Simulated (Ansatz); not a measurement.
## BClMgO: where a starting geometry ends

The starting geometry of this gas-phase singlet was optimised with r2SCAN-D4.

```yaml
atoms:
  - { symbol: B, position_ang: [-1.5866, -0.3570, -0.2760] }
  - { symbol: Cl, position_ang: [-1.0568, -0.9845, -1.7973] }
  - { symbol: Mg, position_ang: [-3.0497, 1.1225, 0.8553] }
  - { symbol: O, position_ang: [-1.4977, -0.3377, 0.9792] }
```

Predict what it relaxes into with PBE0-D4/def2-TZVP.

It falls apart into BClO + Mg. Contacts that open: B1–Mg3 (2.37 → 3.50 Å), Mg3–O4 (2.13 → 3.42 Å).

The energy falls by 0.21 eV over 17 steps:

| step | E − E(last) (eV) |
| --- | --- |
| 1 | 0.211 |
| 3 | 0.202 |
| 5 | 0.175 |
| 6 | 0.136 |
| 8 | 0.026 |
| 10 | 0.002 |
| 12 | 0.000 |
| 13 | 0.000 |
| 15 | 0.000 |
| 17 | 0.000 |

Final geometry (Å):

```xyz
4

B    -1.1959   -0.7199   -0.1550
Cl   -1.2416   -0.8102   -1.8327
Mg   -3.6161    1.6530    0.6998
O    -1.1373   -0.6797    1.0491
```

The end wasn't checked by frequencies. Run with Ansatz 0.2.0, 27 s on 2 threads of Arm Neoverse V1, on a shared host.
